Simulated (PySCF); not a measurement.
Si3BH9O5

Si3BH9O5 is a molecule drawn as a unit of a network glass or zeolite (built as: B3 Si Si Si, H ends, O bridges), neutral, singlet. The structure, one conformer, was relaxed in the gas phase by PBE0-D3(BJ)/def2-SVP. No frequency run checks that it is a minimum.

SMILES: OB(O)O[SiH2]O[SiH2]O[SiH3]

| atom | x (Å) | y (Å) | z (Å) |
| --- | --- | --- | --- |
| O1 | 1.382 | -1.360 | 1.646 |
| B2 | 0.566 | -0.269 | 1.636 |
| O3 | -0.736 | -0.378 | 2.023 |
| O4 | 1.034 | 0.952 | 1.227 |
| Si5 | 0.086 | 2.243 | 0.758 |
| O6 | -0.901 | 1.766 | -0.483 |
| Si7 | -1.657 | 0.409 | -1.055 |
| O8 | -0.600 | -0.865 | -1.056 |
| Si9 | 0.735 | -1.553 | -1.764 |
| H10 | 2.263 | -1.135 | 1.329 |
| H11 | -0.986 | -1.289 | 2.206 |
| H12 | 1.013 | 3.285 | 0.252 |
| H13 | -0.731 | 2.740 | 1.896 |
| H14 | -2.078 | 0.703 | -2.451 |
| H15 | -2.813 | 0.041 | -0.201 |
| H16 | 0.587 | -1.534 | -3.251 |
| H17 | 0.854 | -2.960 | -1.292 |
| H18 | 1.965 | -0.790 | -1.395 |

Shieldings: GIAO PBE0/pcSseg-1. Shifts are against computed references at the same level: H TMS (σ 31.27 ppm), Si TMS (σ 352.0 ppm). Core levels by delta-SCF with SCAN, pcX-2 on the ionised atom and pcseg-1 elsewhere, spin-free X2C (2p3/2 is the spin-free 2p value less a third of a first-order spin-orbit splitting); from the vacuum level, for chosen atoms.

Question: Give the NMR and core-level values of the distinct atoms.

Answer: 
```csv
atoms,bonded to,σ (ppm),δ (ppm),core level (eV)
O1,1 B + 1 H,237.1,-,1s 539.18
B2,3 O,81.9,-,1s 198.36
O3,1 B + 1 H,244.7,-,1s 539.18
O4,1 B + 1 Si,220.3,-,1s 538.28
Si5,2 O + 2 H,384.9,-33.0,2p3/2 108.01
O6,2 Si,243.8,-,-
Si7,2 O + 2 H,390.4,-38.4,-
O8,2 Si,285.8,-,-
Si9,1 O + 3 H,390.9,-39.0,-
H10,1 O,27.90,3.37,-
H11,1 O,28.02,3.25,-
H12,1 Si,26.42,4.84,-
H13,1 Si,26.00,5.27,-
H14,1 Si,26.36,4.91,-
H15,1 Si,26.27,5.00,-
H16 H17 H18,1 Si,26.26,5.01,-
```

Values are those of this one static structure, with the three H of a rotating XH3 group averaged; atoms that internal rotation interchanges would show their mean in an NMR spectrum.

Question: Which of O1, O3, O4 holds its core electrons tightest, and by how much against the loosest?

Answer: O1 (bonded to 1 B + 1 H), by 0.90 eV over O4 (bonded to 1 B + 1 Si).

Question: By CAM-B3LYP/def2-SVPD (TDDFT singlets, Tamm-Dancoff triplets, ionisation by delta-SCF), where does absorption start, and what does vertical ionisation take?

Answer: The lowest singlet lies at 7.63 eV (f 0.002), the strongest of the first 6 at 8.06 eV (f 0.029), the lowest triplet at 7.25 eV; vertical ionisation takes 10.67 eV.
